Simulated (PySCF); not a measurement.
Isomers of C5H7F3, mass 124.050 u with the commonest isotopes. The calculation used PBE0-D3(BJ)/def2-SVP geometry optimisation, gas phase (PySCF). One conformer each, none proved a minimum here; rigid rotors.

Problem. Order these by radius of gyration √(Σ m r²/M), smallest first.
A. `[CH3:1]/[C:2](=[CH:3]/[CH:4]([F:5])[F:6])[CH2:7][F:8]` with C2–C3–C4–F5 -141°, C1–C2–C7–F8 175°
B. `[CH2:1]=[CH:2][C:3]([F:4])([CH2:5][F:6])[CH2:7][F:8]` with C1–C2–C3–F4 -8°, C2–C3–C5–F6 -60°, C2–C3–C7–F8 173°
C. `[CH3:1]/[C:2](=[CH:3]\[CH:4]([F:5])[F:6])[CH2:7][F:8]` with C2–C3–C4–F5 -61°, C1–C2–C7–F8 180°
D. `[F:1][CH2:2][C:3]([F:4])([F:5])[CH:6]1[CH2:7][CH2:8]1` with F1–C2–C3–F4 -175°, C2–C3–C6–C7 -157°
E. `[F:1][C@@H:2]1[CH2:3][CH2:4][CH2:5][C:6]1([F:7])[F:8]` with F1–C2–C3–C4 -73°, C2–C3–C4–C5 -28°, C3–C4–C5–C6 3°, C4–C5–C6–F7 147°

Solution. E (1.705 Å), D (1.838 Å), B (1.886 Å), A (2.060 Å), C (2.098 Å).

Problem. Order these by rotational constant C, largest first.
A. `[CH3:1]/[C:2](=[CH:3]/[CH:4]([F:5])[F:6])[CH2:7][F:8]` with C2–C3–C4–F5 -141°, C1–C2–C7–F8 175°
B. `[F:1][CH2:2][C:3]([F:4])([F:5])[CH:6]1[CH2:7][CH2:8]1` with F1–C2–C3–F4 -175°, C2–C3–C6–C7 -157°
C. `[CH2:1]=[CH:2][C:3]([F:4])([CH2:5][F:6])[CH2:7][F:8]` with C1–C2–C3–F4 -8°, C2–C3–C5–F6 -60°, C2–C3–C7–F8 173°
D. `[F:1][C@@H:2]1[CH2:3][CH2:4][CH2:5][C:6]1([F:7])[F:8]` with F1–C2–C3–C4 -73°, C2–C3–C4–C5 -28°, C3–C4–C5–C6 3°, C4–C5–C6–F7 147°
E. `[CH3:1]/[C:2](=[CH:3]\[CH:4]([F:5])[F:6])[CH2:7][F:8]` with C2–C3–C4–F5 -61°, C1–C2–C7–F8 180°

Solution. D (1717 MHz), B (1416 MHz), C (1325 MHz), A (1045 MHz), E (1015 MHz).

Problem. Order these by rotational constant A, smallest first.
A. `[CH3:1]/[C:2](=[CH:3]/[CH:4]([F:5])[F:6])[CH2:7][F:8]` with C2–C3–C4–F5 -141°, C1–C2–C7–F8 175°
B. `[F:1][CH2:2][C:3]([F:4])([F:5])[CH:6]1[CH2:7][CH2:8]1` with F1–C2–C3–F4 -175°, C2–C3–C6–C7 -157°
C. `[CH2:1]=[CH:2][C:3]([F:4])([CH2:5][F:6])[CH2:7][F:8]` with C1–C2–C3–F4 -8°, C2–C3–C5–F6 -60°, C2–C3–C7–F8 173°
D. `[CH3:1]/[C:2](=[CH:3]\[CH:4]([F:5])[F:6])[CH2:7][F:8]` with C2–C3–C4–F5 -61°, C1–C2–C7–F8 180°
E. `[F:1][C@@H:2]1[CH2:3][CH2:4][CH2:5][C:6]1([F:7])[F:8]` with F1–C2–C3–C4 -73°, C2–C3–C4–C5 -28°, C3–C4–C5–C6 3°, C4–C5–C6–F7 147°

Solution. C (2430 MHz), E (2686 MHz), A (2743 MHz), B (2916 MHz), D (3539 MHz).

```csv
SMILES,point group,Ia (u·Å²),Ib (u·Å²),Ic (u·Å²),κ,μa (D),μb (D),μc (D)
F[C@@H]1CCCC1(F)F,C1,188.16,238.56,294.40,-0.17,1.76,1.42,0.22
C/C(=C\C(F)F)CF,near Cs,142.82,451.22,497.86,-0.92,1.21,0.87,0.01
C=CC(F)(CF)CF,C1,207.94,293.12,381.48,-0.28,1.53,0.32,0.76
FCC(F)(F)C1CC1,C1,173.31,308.20,356.95,-0.70,0.80,1.00,1.02
C/C(=C/C(F)F)CF,C1,184.22,384.95,483.72,-0.68,3.87,0.95,0.37
```
